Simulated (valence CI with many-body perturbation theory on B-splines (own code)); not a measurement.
Tl⁸⁺: what each term of the Hamiltonian does

Computed by relativistic CI+MBPT: five valence electrons over a frozen Dirac-Fock core [Xe] 4f14, radial functions for each j: 7 s, 7 p, 8 d, 6 f, 4 g, 1 h, with the one-electron correlation potential Σ1 (screened to all orders), the two-electron term Σ2, the three-electron term Σ3, Breit, model QED; selected single and double excitations, second order for the rest, scaled by the run's own slope (own B-spline code, finite nucleus).

No measured levels were compared; by estimate terms of the open shell hold to 2 to 4 % of their energy, and close levels can change places; different configurations can be misplaced against each other by 1,000 to 8,000 cm⁻¹. Core correlation moves these levels by up to 16000 cm⁻¹, and in measured spectra 5 to 20 % of such shifts remained as error; rates that hang on mixing are uncertain with them. Among the levels kept, up to 1000 cm⁻¹ of a level comes from second order outside the variational space, and about a tenth of that is noise between levels of different J, which matters for small intervals. Only levels of the ground parity were solved; by the run's estimate the other parity begins above the list, which can be wrong where configurations are misplaced.

Each rung adds one term. CI alone is the Dirac-Coulomb CI over the frozen core; QED comes last and gives the full result, which names the levels. Energies are above (5d3/2^4 5d5/2) J=5/2 [a] on the same rung, in eV.

Levels are named by their leading jj configuration (3d3/2^4 stands for four electrons in 3d with j = 3/2), which in mixed levels can hold well under half, so a name can repeat and another be missing. Letters in brackets count levels of one name in rising energy.

```
                      Level  CI alone    + Σ1    + Σ2    + Σ3  + Breit    Full
  (5d3/2^4 5d5/2) J=5/2 [b]     2.535   2.529   2.465   2.420    2.429   2.428
(5d3/2^3 5d5/2^2) J=7/2 [a]     3.950   3.997   3.877   3.838    3.823   3.825
(5d3/2^3 5d5/2^2) J=3/2 [a]     3.988   4.034   4.044   3.992    3.984   3.986
   (5d3/2^3 5d5/2^2) J=11/2     4.306   4.366   4.194   4.153    4.131   4.134
(5d3/2^3 5d5/2^2) J=5/2 [a]     4.481   4.566   4.512   4.470    4.441   4.446
    (5d3/2^3 5d5/2^2) J=9/2     4.582   4.655   4.507   4.470    4.442   4.446
    (5d3/2^3 5d5/2^2) J=1/2     4.734   4.809   4.878   4.829    4.808   4.812
(5d3/2^3 5d5/2^2) J=7/2 [b]     5.630   5.727   5.628   5.575    5.541   5.546
(5d3/2^3 5d5/2^2) J=5/2 [b]     5.776   5.880   5.923   5.877    5.841   5.847
(5d3/2^2 5d5/2^3) J=7/2 [a]     6.478   6.587   6.512   6.435    6.396   6.402
   (5d3/2^2 5d5/2^3) J=11/2     6.658   6.802   6.609   6.559    6.500   6.509
(5d3/2^3 5d5/2^2) J=3/2 [b]     6.578   6.691   6.796   6.747    6.710   6.717
(5d3/2^2 5d5/2^3) J=1/2 [a]     6.643   6.806   6.859   6.811    6.753   6.763
(5d3/2^2 5d5/2^3) J=9/2 [a]     6.981   7.114   6.997   6.940    6.891   6.898
(5d3/2^2 5d5/2^3) J=3/2 [a]     6.974   7.127   7.268   7.201    7.144   7.154
   (5d3/2^2 5d5/2^3) J=13/2     7.438   7.600   7.356   7.303    7.237   7.246
(5d3/2^2 5d5/2^3) J=5/2 [a]     7.450   7.607   7.604   7.548    7.492   7.501
(5d3/2^2 5d5/2^3) J=9/2 [b]     8.311   8.473   8.485   8.407    8.346   8.356
(5d3/2^2 5d5/2^3) J=7/2 [b]     8.598   8.767   8.668   8.603    8.540   8.550
(5d3/2^2 5d5/2^3) J=5/2 [b]     8.488   8.671   8.756   8.693    8.628   8.639
(5d3/2^2 5d5/2^3) J=3/2 [b]     9.197   9.382   9.399   9.273    9.210   9.221
  (5d3/2 5d5/2^4) J=5/2 [a]     9.152   9.377   9.508   9.422    9.330   9.345
(5d3/2^2 5d5/2^3) J=7/2 [c]     9.377   9.569   9.636   9.572    9.502   9.513
(5d3/2^2 5d5/2^3) J=1/2 [b]     9.604   9.770   9.761   9.677    9.621   9.631
  (5d3/2 5d5/2^4) J=7/2 [a]    10.162  10.418  10.527  10.431   10.326  10.343
(5d3/2^2 5d5/2^3) J=9/2 [c]    10.305  10.522  10.502  10.423   10.341  10.354
     (5d3/2 5d5/2^4) J=11/2    10.592  10.865  10.908  10.824   10.712  10.729
  (5d3/2 5d5/2^4) J=3/2 [a]    10.906  11.129  11.277  11.192   11.108  11.122
  (5d3/2 5d5/2^4) J=5/2 [b]    11.600  11.868  12.080  11.948   11.845  11.862
      (5d3/2 5d5/2^4) J=9/2    12.175  12.408  12.342  12.234   12.144  12.158
            (5d5/2^5) J=5/2    12.265  12.550  12.638  12.539   12.433  12.450
```

(1) How does the ionisation energy move along the ladder, and which term matters most?

Answers

(1) CI alone 133.55, + Σ1 135.04, + Σ2 136.42, + Σ3 136.41, + Breit 136.45, + QED 136.45 eV. The largest step is Σ1, 1.49 eV, with Σ2 about as large (1.39). NIST lists 135 ± 2.2 eV (theoretical).
